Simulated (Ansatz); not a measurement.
Reaction (redistribution): `[OH][InH][CH2][SiH3]` + `F[SiH](Cl)Cl` → `[OH][InH][F]` + `[SiH3]C[SiH](Cl)Cl`

Calculated with Ansatz (gas phase, PBE0-D4/def2-TZVP geometries, no zero-point term in ΔE). CBS: MP2 limit from def2 TZ/QZ plus the TZ coupled-cluster correction, frozen cores. Functionals use def2-TZVPP. B3LYP here is the variant with VWN-RPA as its local correlation; programs differ in this. Elements past krypton have def2 core potentials. For In outer-core shells are correlated without core-valence functions, which leaves a few kJ/mol of doubt a bond. Each species was taken in one conformer, which may not be the lowest.

**Question.** Is it downhill or uphill in electronic energy at CCSD(T)/CBS, and by how much? (Estimate.)

**Answer.** The calculation gave: Uphill: ΔE = +14.2 kcal/mol.

**Question.** What do these levels give: r2SCAN-D4, PBE0-D4, ωB97X-V, ωB97M-V, PBE, r2SCAN, B3LYP, HF/def2-TZVPP, MP2/def2-TZVPP, SCS-MP2/def2-TZVPP, HF/def2-QZVPP, CCSD/CBS(def2)? (An estimate is asked.)

**Answer.** The calculation gave: r2SCAN-D4 12.7, PBE0-D4 12.2, ωB97X-V 11.9, ωB97M-V 13.1, PBE 11.8, r2SCAN 12.9, B3LYP 13.5, HF/def2-TZVPP 14.3, MP2/def2-TZVPP 15.4, SCS-MP2/def2-TZVPP 15.0, HF/def2-QZVPP 14.3, CCSD/CBS(def2) 14.4 kcal/mol.

Largest T1 diagnostic among the species: 0.017.

From PBE to PBE0 (25 % exact exchange), in def2-TZVPP and without D4, ΔE moves by +1.1 kcal/mol. In def2-TZVPP, CCSD(T) changes the Hartree–Fock value by +0.7 kcal/mol (the triples alone add −0.2 kcal/mol) and MP2 by +1.2 kcal/mol. The D4 term adds −1.1 kcal/mol with B3LYP and −0.6 kcal/mol with PBE0; it sums over pairs of atoms, weighted by their polarisabilities, and B3LYP, whose exchange is more repulsive, gets the larger term.
